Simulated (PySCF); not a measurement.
C3H7NSi, SMILES CC1=NC[SiH2]1. Geometry: PBE-D3(BJ)/def2-SVP. This is a generated structure with no PubChem entry under its InChIKey; it may be hypothetical.

All values below come from PBE-D3(BJ)/def2-SVP (PySCF).

Harmonic wavenumbers (cm⁻¹): 128, 190, 273, 289, 473, 514, 562, 612, 694, 743, 784, 890, 913, 971, 999, 1093, 1124, 1205, 1330, 1368, 1386, 1389, 1601, 2122, 2139, 2962, 2991, 3044, 3044, 3073. Rotational constants (GHz): 6.806, 3.484, 2.443; symmetry number 1.

**Question.** Work out the zero-point energy and the ideal-gas rigid-rotor harmonic-oscillator thermochemistry at 298.15 K and 1 atm.

**Answer.** ZPE = ½ Σ hcν = ½ × 38903 cm⁻¹ = 232.69 kJ/mol. H − E(el) = 251.86 kJ/mol. Entropy in J/(mol K): translation 164.18, rotation 109.29, vibration 50.59, total 324.05. G − E(el) = 155.25 kJ/mol. Cp = 105.17 J/(mol K). Modes under 150 cm⁻¹ make the vibrational entropy uncertain.
